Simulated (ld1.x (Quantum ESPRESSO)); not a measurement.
## Logarithmic derivatives: Pt, TM

```
Element                 : Pt (Z = 78)
Generator               : ld1.x (Quantum ESPRESSO) 7.5
Type                    : norm-conserving Troullier–Martins (Kleinman–Bylander form)
Functional              : LDA (PZ)
Relativity              : scalar-relativistic
Frozen core             : [Xe]
Valence charge          : 24
Reference configuration : 4f14 5d9 6s0 6p0 (charge +1)
Partial waves           : 6s (bound, empty): rc 1.90 bohr; 6p (bound, empty): rc 2.35 bohr; 5d (bound): rc 1.45 bohr; 4f (bound): rc 0.50 bohr
Local potential         : the f channel
Core correction         : none
```

The phase is arctan(r·u′/u) with u = r·R(r), unwrapped; energies in Ry, scanned from -8 to 5 Ry. A pole is an energy at which the radial function vanishes at the test radius. The pseudo phase is shifted by a multiple of π to meet the all-electron one at the reference energy, and phase errors are pseudo minus all-electron; the curves can meet again beyond the range given. Levels narrower than the energy grid can be missing from the lists of poles.

| channel | radius (bohr) | reference energy (Ry) | poles, all-electron | poles, pseudo | unbroken range about the reference energy with phases within 0.05 rad | phase error 1 Ry above the reference energy (rad) |
| --- | --- | --- | --- | --- | --- | --- |
| s | 2.55 | -0.97 | 1.26 | 1.16 | below 2.8 | -0.004 |
| p | 2.55 | -0.50 | -4.70, 3.06 | 0.09, 3.94 | -4.4 to -0.2 | -2.710 |
| d | 2.55 | -1.07 | -0.65 | -0.65 | below 2.0 | -0.001 |
| f | 2.55 | -5.79 | 3.31 | 3.32 | the whole range | +0.000 |

A Bessel basis up to 400 Ry misses an occupied level by 2.58 Ry, so cutoffs were not judged. Note: ghost state, extra bound levels that the all-electron valence spectrum of the same l lacks: d at -771.1 eV (other channels not judged).

Phases in the f channel:

```tsv
E (Ry)	all-electron	pseudo
-8.00	1.436	1.436
-7.52	1.432	1.432
-7.04	1.428	1.428
-6.56	1.423	1.423
-6.08	1.417	1.417
-5.60	1.413	1.413
-5.12	1.406	1.406
-4.64	1.398	1.398
-4.16	1.390	1.390
-3.68	1.380	1.380
-3.20	1.368	1.368
-2.72	1.354	1.354
-2.24	1.337	1.337
-1.76	1.315	1.315
-1.28	1.286	1.286
-0.80	1.245	1.245
-0.32	1.183	1.183
0.16	1.076	1.076
0.64	0.851	0.852
1.12	0.232	0.236
1.60	-0.789	-0.785
2.08	-1.246	-1.244
2.56	-1.429	-1.427
3.04	-1.529	-1.528
3.52	-1.599	-1.598
4.00	-1.660	-1.658
4.48	-1.724	-1.722
4.96	-1.810	-1.807
```
